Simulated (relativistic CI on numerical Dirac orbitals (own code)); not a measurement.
**Hyperfine structure of Cd13+, mass number 111**

Calculated at this level of theory: Dirac-Coulomb-Breit CI, orbitals from a KLI potential per configuration, model QED, unscaled Slater integrals (own radial code, finite nucleus).

Configuration list (outside the closed core [Ar] 3d10): 4s2 4p5, 4s 4p6, 4s2 4p4 4d, 4s 4p5 4d, 4s2 4p4 4f, 4s 4p5 4f, 4p6 4d, 4s 4p4 4d2, 4s2 4p4 5s, 4s2 4p3 4d 4f, 4s2 4p4 5p, 4p5 4d2, 4p4 4d3, 4p4 4d2 4f, 4p4 4d2 5s. Double excitations out of closed p, d and f shells are left out; levels of such configurations are missing from the list, as are those of other unlisted configurations, and high levels can miss mixing partners. These lack a partner that the ground configuration has and come out too high: 4s2 4p4 5p.

Nuclear spin I = 1/2, μ = -0.594 μN (tables of Stone and Pyykkö). The electronic factors are computed for point nuclear moments, without core polarisation or the Bohr-Weisskopf and QED corrections.

| Level | E (eV) | A (GHz) |
| --- | --- | --- |
| 4s2 4p5 2P°_3/2 | 0.0000 | -9.129 |
| 4s2 4p5 2P°_1/2 | 7.4336 | -54.79 |
| 4s 4p6 2S_1/2 | 43.8161 | -157.5 |
| 4s2 4p4 4d 4D_5/2 | 57.7690 | -5.919 |
| 4s2 4p4 4d 4D_3/2 | 57.8154 | -7.94 |
| 4s2 4p4 4d 4D_7/2 | 58.4357 | -4.301 |
| 4s2 4p4 4d 4F_9/2 | 60.8830 | -4.863 |
| 4s2 4p4 4d 4F_5/2 | 65.0687 | -2.764 |

Levels with J = 0, under 50 % of one LS term, or S terms without an open s electron are left out. Small factors come from cancelling terms and can be off by tens of per cent or more.

At this charge energies of transitions that change n are usually good to better than 1 %, and those within a shell (Δn = 0) to a few per cent.

(1) Give the hyperfine levels of 4s2 4p5 2P°_1/2 relative to its centre of gravity.

Answers

(1) With K = F(F + 1) − I(I + 1) − J(J + 1), E = AK/2: F = 0: 41.09, F = 1: -13.7 GHz.

LS names give the leading component of a level, which can be under half, so a name can repeat, a term be missing and a line seem to break the LS rules.
